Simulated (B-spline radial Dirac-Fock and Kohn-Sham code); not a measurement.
# Compton profile of Hg²³⁺

System: Hg²³⁺ in the configuration [Kr] 4d10 4f11.

Model: the impulse approximation on Dirac-Fock densities. Program: a radial finite-basis atomic code. pz is in atomic units of momentum; subshell profiles are per electron, for a selection of subshells; open shells are spread over both j values by their weights.

```csv
pz,J total,J 3d5/2,J 4s1/2,J 4d5/2,J 4f7/2
0,3.098,0.0299,0.142,0.0730,0.0582
0.5,3.089,0.0299,0.139,0.0730,0.0582
0.6,3.085,0.0299,0.137,0.0730,0.0582
0.8,3.075,0.0299,0.133,0.0730,0.0582
1,3.062,0.0299,0.128,0.0730,0.0582
1.2,3.046,0.0299,0.122,0.0729,0.0582
1.4,3.028,0.0299,0.115,0.0729,0.0582
1.6,3.005,0.0299,0.108,0.0729,0.0582
1.8,2.980,0.0299,0.100,0.0728,0.0581
2,2.951,0.0299,0.0927,0.0726,0.0581
2.5,2.864,0.0299,0.0732,0.0718,0.0580
3,2.754,0.0299,0.0555,0.0701,0.0577
4,2.469,0.0298,0.0298,0.0631,0.0557
5,2.126,0.0297,0.0180,0.0515,0.0511
7,1.464,0.0288,0.0147,0.0251,0.0362
10,0.8524,0.0254,0.00959,0.00559,0.0161
15,0.4275,0.0159,0.00175,0.00272,0.00328
20,0.2403,0.00787,0.00139,0.00202,0.000667
30,0.09296,0.00152,0.000438,0.000473,3.79e-05
40,0.04341,0.000298,7.43e-05,9.45e-05,3.38e-06
60,0.01386,1.78e-05,4.26e-05,5.52e-06,< 1e-6
100,0.002936,< 1e-6,1.49e-05,< 1e-6,< 1e-6
```

J(0) = 3.098. The 4d5/2 subshell gives the largest part, 14 %.

Mean momentum ⟨p⟩ by subshell (a.u.): 1s1/2 87.0, 2s1/2 31.1, 2p1/2 40.8, 2p3/2 35.1, 3s1/2 15.6, 3p1/2 18.7, 3p3/2 17.0, 3d3/2 20.4, 3d5/2 19.9, 4s1/2 8.29, 4p1/2 9.34, 4p3/2 8.68, 4d3/2 9.71, 4d5/2 9.48, 4f5/2 10.2, 4f7/2 10.1.

Values without a named source are computed, but for edge energies of neutral atoms, which are taken from tables.
